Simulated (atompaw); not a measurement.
**u(r) = r·R(r): atom against pseudo-atom (europium)**

Columns: radius, all-electron u(r) and pseudo u(r) of the 5p shell (level -32.90 eV) of europium in the configuration [Kr] 4d10 4f6 5s2 5p6 5d1 6s1 6p0; PBE, scalar-relativistic, PAW (atompaw) scheme, atompaw 4.2.0.5.

```tsv
r (bohr)	all-electron	pseudo
0.110	0.0866	0.0144
0.219	0.2546	0.0562
0.329	-0.1914	0.1232
0.438	-0.4598	0.2096
0.548	-0.4057	0.3110
0.658	-0.1584	0.4197
0.767	0.1404	0.5274
0.877	0.4163	0.6291
0.987	0.6330	0.7175
1.096	0.7827	0.7876
1.206	0.8741	0.8376
1.315	0.9158	0.8656
1.425	0.9197	0.8726
1.535	0.8959	0.8599
1.644	0.8535	0.8306
1.754	0.7988	0.7872
1.863	0.7381	0.7338
1.973	0.6742	0.6733
2.083	0.6105	0.6105
2.192	0.5494	0.5494
2.302	0.4910	0.4910
2.412	0.4367	0.4367
2.521	0.3873	0.3873
2.631	0.3418	0.3418
2.740	0.3012	0.3012
2.850	0.2643	0.2643
```

(1) How many radial nodes do the two functions have?

(2) At about which radius was the pseudo-wave matched?

(3) Is the pseudo-wave norm-conserving?

## Answers

(1) The all-electron 5p function has n − l − 1 = 3 (the table is too coarse to show those close to the nucleus); the pseudo-wave has 0, since the states of the same l below it are removed with the core.

(2) 2.15 bohr, where the columns begin to agree (steps of 0.11 bohr).

(3) No, it belongs to a PAW set: the norm inside the radius is not constrained, and the difference is carried by the augmentation charge.
